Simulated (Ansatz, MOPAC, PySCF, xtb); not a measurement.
Noncovalent pair: PH3 (SMILES P) (first 4 atoms) with AsH3 (SMILES [AsH3]); geometry from B3LYP-D3(BJ)/def2-TZVP, rigid monomers moved along the line of their centres of mass till P1···As5 is 5.10 Å.
(charge 0, multiplicity 1):
```xyz
8

P     -0.5518     0.1766     0.2743
H      0.7162    -0.4564     0.2556
H     -1.2642    -1.0484     0.2453
H     -0.5941     0.3428    -1.1351
As    -0.4210    -0.3770     5.3398
H     -1.7847     0.3005     5.3776
H      0.3127     0.9566     5.3982
H     -0.3858    -0.5374     6.8580
```

```json
[
 {"level": "GFN-FF", "interaction energy (meV)": "-22.3", "minus CCSD(T)/CBS(def2-SVPD, def2-TZVPPD)": "-6.3", "cost": "-"},
 {"level": "AM1", "interaction energy (meV)": "-7.7", "minus CCSD(T)/CBS(def2-SVPD, def2-TZVPPD)": "8.4", "cost": "-"},
 {"level": "HF/6-31G*", "interaction energy (meV)": "-6.8", "minus CCSD(T)/CBS(def2-SVPD, def2-TZVPPD)": "9.3", "cost": "-"},
 {"level": "HF/def2-SVPD", "interaction energy (meV)": "-5.6", "minus CCSD(T)/CBS(def2-SVPD, def2-TZVPPD)": "10.5", "cost": "-"},
 {"level": "PBE/def2-TZVPPD", "interaction energy (meV)": "-10.2", "minus CCSD(T)/CBS(def2-SVPD, def2-TZVPPD)": "5.9", "cost": "×1"},
 {"level": "PBE-D4/def2-TZVPPD", "interaction energy (meV)": "-23.0", "minus CCSD(T)/CBS(def2-SVPD, def2-TZVPPD)": "-7.0", "cost": "×1"},
 {"level": "B3LYP/6-31G* (no counterpoise)", "interaction energy (meV)": "-6.0", "minus CCSD(T)/CBS(def2-SVPD, def2-TZVPPD)": "10.1", "cost": "-"},
 {"level": "B3LYP/def2-TZVPPD", "interaction energy (meV)": "-0.6", "minus CCSD(T)/CBS(def2-SVPD, def2-TZVPPD)": "15.5", "cost": "×1"},
 {"level": "B3LYP-D3(BJ)/def2-TZVPPD", "interaction energy (meV)": "-18.3", "minus CCSD(T)/CBS(def2-SVPD, def2-TZVPPD)": "-2.2", "cost": "×1"},
 {"level": "B3LYP-D4/def2-TZVPPD", "interaction energy (meV)": "-18.9", "minus CCSD(T)/CBS(def2-SVPD, def2-TZVPPD)": "-2.8", "cost": "×1"},
 {"level": "M06-2X/6-31G* (no counterpoise)", "interaction energy (meV)": "-16.7", "minus CCSD(T)/CBS(def2-SVPD, def2-TZVPPD)": "-0.6", "cost": "-"},
 {"level": "wB97M-V/def2-TZVPPD", "interaction energy (meV)": "-16.0", "minus CCSD(T)/CBS(def2-SVPD, def2-TZVPPD)": "0.1", "cost": "×3"},
 {"level": "MP2/CBS(def2-SVPD, def2-TZVPPD)", "interaction energy (meV)": "-17.8", "minus CCSD(T)/CBS(def2-SVPD, def2-TZVPPD)": "-1.7", "cost": "-"},
 {"level": "CCSD(T)/CBS(def2-SVPD, def2-TZVPPD)", "interaction energy (meV)": "-16.1", "minus CCSD(T)/CBS(def2-SVPD, def2-TZVPPD)": "0.0", "cost": "×20"}
]
```

 The comparison column counts from a level with limits of its own.

The rows run from -23.0 (PBE-D4/def2-TZVPPD) to -0.6 meV (B3LYP/def2-TZVPPD). The dispersion term adds -12.8 in PBE-D4, -17.7 in B3LYP-D3(BJ), -18.3 in B3LYP-D4. The 3 functionals in def2-TZVPPD without D3 or D4 span 15.4, from wB97M-V to B3LYP.

Counterpoise-corrected where a basis set is named; no monomer relaxation. Rows marked so take none.

Cores are frozen in the correlated methods. Filled d and f shells under p-block atoms count as core. CBS(a, b) extrapolates the correlation energy as X⁻³ and adds the Hartree–Fock energy of set b. Rows in 6-31G* carry no dispersion term and start afresh at each structure (6-31G* with six Cartesian d functions); the Pople sets are all-electron and without relativity. The state that AM1 reach isn't checked.

Codes used: Ansatz (a program for electronic structure); MOPAC for AM1 (differences of heats of formation); PySCF for 6-31G* rows, the dispersion terms; xtb for the GFN methods. Values without a source in brackets are computed.

Costs are rough ratios of core time to PBE/def2-TZVPPD (about 6 s over the structures, on one shared machine); a dash marks a level with no comparable run of its own.
